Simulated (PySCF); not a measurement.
Simulated Si 2p region for `[GeH2]([CH2]C(F)(F)F)[SiH3]`, binding energy against the vacuum level.

Every computed line was given a Gaussian of 0.6 eV full width at half maximum and an area set by the number of equivalent atoms (split 2:1 within a doublet); the highest printed point is 100. The calculation used delta-SCF UKS SCAN, pcX-2 on the ionised atom, pcseg-1 elsewhere, spin-free X2C (PySCF 2.14.0).

(binding energy (eV), intensity): (105.9, 1), (106.0, 2), (106.1, 5), (106.2, 13), (106.3, 26), (106.4, 45), (106.5, 69), (106.6, 89), (106.7, 100), (106.8, 98), (106.9, 87), (107.0, 73), (107.1, 63), (107.2, 58), (107.3, 56), (107.4, 50), (107.5, 41), (107.6, 29), (107.7, 18), (107.8, 10), (107.9, 4), (108.0, 2), (108.1, 1), (108.2, 0)

Problem. How many maxima does the curve show, and how many computed lines lie under it?

Solution. The curve has 1 maximum (at 106.7 eV). Under it lie 2 lines from 1 inequivalent silicon site, drawn as a 2p3/2, 2p1/2 pair. At this width some lines have no maximum of their own.

Problem. Decompose the envelope and assign each component. Numbering: `[F:1][C:2]([F:3])([F:4])[CH2:5][GeH2:6][SiH3:7]`.

Solution. 
```json
{"position (eV)": "106.72", "relative area": "0.67", "line": "Si 2p3/2", "atoms": "Si7", "environment": "SiH3 silicon"}
{"position (eV)": "107.34", "relative area": "0.33", "line": "Si 2p1/2", "atoms": "Si7", "environment": "SiH3 silicon"}
```

Problem. What are the centre and the root-mean-square width of the whole band?

Solution. The area-weighted mean of the lines is 106.92 eV. Their own spread about it is 0.29 eV (rms) and each Gaussian has σ = 0.6/2.355 = 0.25 eV; the variances add, which gives 0.39 eV.

The curve has no shake-up lines and no vibrational structure. The 2p values add to the ΔSCF energy of one spin-free hole a correction within the shell (spin–orbit coupling, ligand field). 2p1/2 minus 2p3/2 (ligand field included): Si 0.62 eV. The structure is a single PBE0-D3(BJ)/def2-SVP conformer in the gas phase; no vibrational or solvent corrections.

Conformer computed: `[F:1][C:2]([F:3])([F:4])[CH2:5][GeH2:6][SiH3:7]`: F1–C2–C5–Ge6 -65°, C2–C5–Ge6–Si7 47°.
